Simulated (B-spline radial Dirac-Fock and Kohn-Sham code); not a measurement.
**X-ray emission lines of Cr²⁺**

System: the Cr²⁺ ion in the configuration 1s2 2s2 2p6 3s2 3p6 3d4, inside a Watson sphere of charge -2 and radius 1.6 Å (a model of the Madelung potential; inside it an electron's potential energy is raised by 18.0 eV).

Input file task.json (cfg lists n, l and occupation; rrms is the nuclear radius in fm):

```json
{"items": [{
  "Z": 24,
  "q": 2,
  "cfg": [[1, 0, 2], [2, 0, 2], [2, 1, 6], [3, 0, 2], [3, 1, 6], [3, 2, 4]],
  "A": 52,
  "rrms": 3.6452,
  "watson": [-2, 1.6],
  "do": ["binding"]
}]}
```

Command: `python xray_run.py task.json out`

Method: ΔSCF Dirac-Fock with Breit, self-energy and vacuum polarisation, finite nucleus, configuration average. Computed with a radial atomic solver. A line energy is the difference of two single-hole energies; the list is a selection of electric-dipole transitions between resolved j subshells. Correlation energy is missing from these numbers.

| line | energy (eV) | wavelength (Å) |
| --- | --- | --- |
| Kβ1 | 5945.4 | 2.0854 |
| Kβ3 | 5944.3 | 2.0857 |
| Kα1 | 5413.3 | 2.2903 |
| Kα2 | 5404.9 | 2.2939 |
| Lβ3 | 654.8 | 18.935 |
| Lβ4 | 653.8 | 18.964 |
| Lη | 505.4 | 24.533 |
| Lℓ | 497.0 | 24.948 |
